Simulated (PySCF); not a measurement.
C4H8BN, SMILES C1CB(N)CC=1. Heavy atoms are numbered as in [NH2:1][B:2]1[CH2:3][CH:4]=[CH:5][CH2:6]1. Hydrogens are named by the atom that carries them.

Geometry: B3LYP-D3(BJ)/def2-SVP. The structure was generated by enumeration, and PubChem lists no compound with its InChIKey, so it may never have been made. Other conformers were not sampled.

Method: PySCF with HF/def2-TZVP.

ESP charges are fitted to the potential on shells at 1.4 to 2.0 van der Waals radii. Atomic charges (e), one atom of each kind:

```csv
atom,Löwdin,ESP fit
N1 (NH2),0.03,-1.25
B2,-0.57,0.65
C3 (CH2),-0.18,-0.09
C4 (CH),-0.15,-0.26
H on N1,0.18,0.44
H on C3,0.14,0.03
H on C4,0.13,0.14
```

Computed Mayer and Wiberg (Löwdin basis) orders of the bonds:
```csv
bond,Mayer,Wiberg
N1–B2,1.34,1.83
B2–C3,1.01,1.12
C3–C4,0.98,1.17
C4–C5,1.96,2.00
B2–C6,1.01,1.12
C5–C6,0.98,1.17
```
